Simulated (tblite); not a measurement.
Isomers of C7H5O2 (doublet state). Computed values, GFN2-xTB/tblite, gas phase, harmonic and unscaled. The method is semi-empirical: single wavenumbers can be off by several per cent or more. One conformer each. Open shells enter through the occupations alone, without spin polarisation, and single modes of such species can be off by tens of per cent.

Electronic energies: GFN2-xTB at the same geometries; isomer energies are rough at this level and their order can be wrong.

```csv
SMILES,"electronic energy, lowest = 0 (kcal/mol)"
[O]c1cccc(C=O)c1,0.0
O=C(O)c1c[c]ccc1,3.6
C#CC1=C[CH]CC(=O)O1,12.7
```

How do GFN2-xTB zero-point energies change the relative energies?

```tsv
SMILES	ZPE (kcal/mol)	of it from modes above 1550 cm⁻¹	electronic (kcal/mol)	with ZPE, lowest = 0 (kcal/mol)	lowest mode (cm⁻¹)	rings
[O]c1cccc(C=O)c1	60.7	26.4	0.0	0.0	82	1
O=C(O)c1c[c]ccc1	61.5	27.4	3.6	4.4	43	1
C#CC1=C[CH]CC(=O)O1	59.9	27.7	12.7	11.9	29	1
```

The zero-point energies span 1.6 kcal/mol, from `C#CC1=C[CH]CC(=O)O1` to `O=C(O)c1c[c]ccc1`. The order is unchanged.

What do entropy and thermal enthalpy add at 298.15 K and 1 bar (rigid rotor, harmonic oscillator, one conformer each)?

| SMILES | point group | symmetry number | S (cal/(mol K)) | H − H(0) (kcal/mol) | ZPE + H − H(0) − TS (kcal/mol) |
| --- | --- | --- | --- | --- | --- |
| [O]c1cccc(C=O)c1 | Cs | 1 | 88.2 | 5.45 | 39.8 |
| O=C(O)c1c[c]ccc1 | Cs | 1 | 88.1 | 5.33 | 40.6 |
| C#CC1=C[CH]CC(=O)O1 | Cs | 1 | 92.6 | 5.84 | 38.1 |

S holds R ln(2S + 1) for the spin.
